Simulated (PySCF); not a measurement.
## How good is the calculation?

Structure with atom numbers: `[PH2:1][c:2]1[cH:3][cH:4][cH:5][cH:6][cH:7]1` (H(Xn): hydrogen on atom n).

What is known from experiment: δ $^{31}$P P1 -124.0 ppm (measured; E. Pretsch, P. Bühlmann, M. Badertscher, Structure Determination of Organic Compounds, 4th ed., Springer 2009).
δ $^{31}$P P1 -122.0 ppm (measured; S. K. Latypov et al., Phys. Chem. Chem. Phys. 2015 (author manuscript)).

No solvent, relativity neglected, rapidly exchanging positions averaged, one computed conformer. PBE0-D3(BJ)/def2-TZVP structure; GIAO wB97X-D/pcSseg-2 shieldings; PySCF 2.14.

Problem. What does the calculation give, and how does it compare?

Solution. 
Reference values: measured (E. Pretsch, P. Bühlmann, M. Badertscher, Structure Determination of Organic Compounds, 4th ed., Springer 2009).
```json
{"atoms": "P1", "quantity": "δ $^{31}$P vs 85 % H3PO4", "reference": "-124.0", "computed": "-132.4", "computed, scaled": "-119.2"}
```

Reference values: measured (S. K. Latypov et al., Phys. Chem. Chem. Phys. 2015 (author manuscript)).
| atoms | quantity | reference | computed | computed, scaled |
| --- | --- | --- | --- | --- |
| P1 | δ $^{31}$P vs 85 % H3PO4 | -122.0 | -132.4 | -119.2 |

Computed shifts are σ(ref) − σ with the named reference compound (TMS for H and C) calculated as an isolated molecule at the same level. The measured values may be among those fitted. Shieldings were converted by a linear fit to measured shifts: $^{31}$P: δ = 274.37 − 0.895σ (rms 15.9 ppm, 39 shifts vs H3PO4, solution or neat liquid). Occasional misses reach two or three times the rms, and more in compound classes unlike the fitted ones.

Problem. How far are the unscaled $^{31}$P shifts from the references?

Solution. Mean signed difference -9.40 ppm, mean absolute 9.40 ppm over 2 comparisons; the largest is -10.4 ppm at P1 (phosphorus bonded to C, 2 H).

2 of the 3 published NMR values on file for this molecule are compared. The rest: values from further sources.
